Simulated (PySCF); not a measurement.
PySCF was given this input:
```python
from pyscf import gto, scf, dft

mol = gto.M(
    atom='''
C    -1.850354    1.560095    0.145925
C    -1.576691    0.115047   -0.066427
C    -2.073252   -0.862831    0.936303
C    -0.471039   -0.271252   -0.938565
Ge    1.359255   -0.139681   -0.067682
H    -2.852482    1.716419    0.541982
H    -1.746558    2.118495   -0.784131
H    -1.140531    1.992708    0.866016
H    -1.396444   -0.916524    1.801451
H    -2.131281   -1.864375    0.510567
H    -3.056540   -0.579544    1.308024
H    -0.563520   -1.308785   -1.266219
H    -0.416993    0.367017   -1.823029
H     1.484521   -1.011524    1.146067
H     2.473990   -0.541917   -0.991234
H     1.677700    1.251448    0.392903
''',
    basis='sto-3g',
    charge=0,
    spin=1,
    verbose=3,
)

mf = dft.UKS(mol)
mf.xc = 'm062x'
mf.kernel()
```

Question: What does this run give for the nuclear repulsion energy, Mulliken (on the basis functions themselves) charges in atom order, total energy, HOMO energy?

Answer: 
- nuclear repulsion energy = 345.8267 Eh
- Mulliken (on the basis functions themselves) charges in atom order = C1 -0.23, C2 0.02, C3 -0.23, C4 -0.26, Ge5 0.41, H6 0.07, H7 0.07, H8 0.07, H9 0.07, H10 0.07, H11 0.07, H12 0.07, H13 0.07, H14 -0.10, H15 -0.10, H16 -0.10
- total energy = -2210.134186 Ha
- HOMO energy = -3.90 eV

These values belong to the state on which the SCF converged, which isn't shown to be the lowest.

Question: Roughly what does it cost on one core?

Answer: around 20 core-seconds (rough).
